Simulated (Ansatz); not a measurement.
Consider the ligand exchange at the Sn–Br bond: `[Br][Sn][Br]` + NH₃ → `[NH2][Sn][Br]` + HBr.

Isolated molecules relaxed with PBE0-D4/def2-TZVP in Ansatz; ΔE leaves out vibrations. CCSD(T)/CBS is the MP2 limit (def2-TZVPP, def2-QZVPP) plus CCSD(T) − MP2 in def2-TZVPP, frozen cores. This one scheme is used for every species. DFT in def2-TZVPP. Elements past krypton have def2 core potentials. For Br, Sn outer-core shells are correlated without core-valence functions, which leaves a few kJ/mol of doubt a bond. Scalar relativity is left out up to krypton. Each species was taken in one conformer, which may not be the lowest.

```
             level  ΔE (eV)
       LDA (SPW92)     0.96
           ωB97M-V     1.02
            revPBE     1.09
CCSD(T)/def2-TZVPP     0.95
```

Problem. What does CCSD(T)/CBS give? (An estimate is asked.)

Solution. The calculation gave: +1.04 eV. The listed levels differ from it by -0.08, -0.02, 0.05, -0.09 eV.

Largest T1 diagnostic among the species: 0.014.

At CCSD(T), def2-SVP lies −0.07 eV from the extrapolated value and def2-TZVPP −0.09 eV. From BLYP to BHLYP (50 % exact exchange), in def2-TZVPP and without D4, ΔE moves by +0.05 eV.
